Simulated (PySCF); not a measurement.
# Hf (hafnium, neutral) across methods

[Xe] 4f14 5d3 6s1, high-spin 5F determinant (an excited configuration). All numbers are calculated (PySCF 2.14, scalar relativity through the core potential, in aug-cc-pVDZ-PP with ECP60MDF).

```tsv
method	E (hartree)	mean ε 5p β (eV)	mean ε 6s α (eV)	mean ε 5d α (eV)	Σ⟨r²⟩ (bohr²)	⟨S²⟩
PBE	-48.4171	-32.381	-5.053	-2.700	56.24	6.001
LDA	-48.2592	-32.344	-5.266	-2.721	56.39	6.000
PBE0	-48.3846	-34.354	-5.617	-3.577	55.52	6.001
r2SCAN	-48.4266	-33.010	-5.228	-2.866	55.38	6.002
MN15	-48.3235	-34.837	-6.067	-3.895	55.36	6.001
TPSS	-48.3980	-32.639	-4.991	-2.664	56.23	6.001
B97-3	-48.3879	-34.608	-5.473	-3.461	55.55	6.001
PW91	-48.4460	-32.434	-5.102	-2.736	56.12	6.001
UHF	-47.90978	-39.548	-6.990	-5.897	55.82	6.005
```

Energies and moments cover only the electrons outside the core potential. Spin-orbit coupling, absent here, splits the open shell strongly.
